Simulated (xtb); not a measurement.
Pb(SH)(SiH3) (H4PbSSi), SMILES [SiH3][Pb][SH] (connectivity only; charge and spin as stated), neutral, multiplicity 1. All values are semi-empirical tight-binding results from xtb (GFN2-xTB unless named), good for trends rather than for accurate numbers. Coordinates come from a GFN2-xTB optimisation. Other conformers were not sampled.

Optimised geometry:

```xyz
7

Pb     0.0930     0.1313     0.5020
S      0.4205     1.4218    -1.6378
H      0.9132     2.5479    -1.1416
Si    -0.8606    -2.0323    -0.7660
H      0.1746    -2.9724    -1.2038
H     -1.6571    -1.7793    -1.9623
H     -1.7351    -2.8596     0.0763
```

For metal compounds this method's bond lengths and energies can be far off.

orbital gap: 1.80 eV
zero-point energy: 20.1 kcal/mol
G − E(el) at 298.15 K (modified RRHO): -1.0 kcal/mol

Q: Give the atomic charges and the Wiberg bond orders between heavy atoms. (The exact figures need the calculation; the answer reports its results.)

A: charges (e) Pb1 0.34, S2 -0.47, H3 0.16, Si4 0.33, H5 -0.12, H6 -0.11, H7 -0.13. Bond orders Pb1–S2 1.11, Pb1–Si4 0.85.
